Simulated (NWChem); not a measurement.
System: CH₅GeNOSi; SMILES O1[SiH2][GeH2][N]=C1

Here is an NWChem input.

```
start job
memory heap 200 mb stack 900 mb global 1100 mb
geometry units angstroms noautoz
  C      1.518356     1.042948     0.000000
  N      1.603059    -0.219040     0.000000
  Ge    -0.050771    -1.101893     0.000000
  Si    -1.131986     1.014670     0.000000
  O      0.396553     1.806189     0.000000
  H      2.415917     1.683439     0.000000
  H     -0.171385    -1.970535     1.260189
  H     -0.171385    -1.970535    -1.260189
  H     -1.871490     1.441328    -1.220414
  H     -1.871490     1.441328     1.220414
end
basis spherical
  * library def2-tzvp
end
dft
  xc r2scan
  iterations 150
  semidirect filesize 400000000
  mulliken
end
task dft energy
```

All runs use the structure optimised with PBE0/def2-SVP.

### Question
Predict the main results of this run. (r2SCAN/def2-TZVP.) Quantities: energy (Ha); highest occupied level (eV); orbital gap (eV); dipole (D).

### Answer
- energy (Ha): -2537.57
- highest occupied level (eV): -6.29
- orbital gap (eV): 5.25
- dipole (D): 1.68
